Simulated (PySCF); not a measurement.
Er⁵⁷⁺ (erbium, charge +57) across methods

[Ne] 3s1, 2S determinant. All numbers are calculated (PySCF 2.14, scalar relativity by spin-free X2C-1e, in an uncontracted even-tempered set (17 s from 15 bohr⁻², ratio 2.5; 12 p from 19 bohr⁻², ratio 2.5; 4 d from 69 bohr⁻², ratio 2.7; 4 f from 100 bohr⁻², ratio 2.7)).

```csv
method,E (hartree),mean ε 2p α (eV),mean ε 2p β (eV),mean ε 3s α (eV),Σ⟨r²⟩ (bohr²),⟨S²⟩
r2SCANh,-9393.44,-12955.6,-12951.3,-5779.5,0.1064,0.750
UHF,-9392.48758,-13079.1,-13073.4,-5817.3,0.1064,0.750
r2SCAN,-9393.49,-12941.8,-12937.6,-5775.2,0.1064,0.750
PBE0,-9393.04,-12962.3,-12957.7,-5785.6,0.1064,0.750
LDA,-9384.07,-12917.6,-12913.4,-5772.2,0.1064,0.750
BHandHLYP,-9393.52,-13002.3,-12997.5,-5797.1,0.1064,0.750
```

(1) Estimate the same row for PBE.

Spin-orbit coupling, which splits the p, d and f shells strongly at this Z, is absent.

Answers

(1) E (hartree) = -9393.08; mean ε 2p α (eV) = -12922.8; mean ε 2p β (eV) = -12918.6; mean ε 3s α (eV) = -5774.8; Σ⟨r²⟩ (bohr²) = 0.1064; ⟨S²⟩ = 0.750.
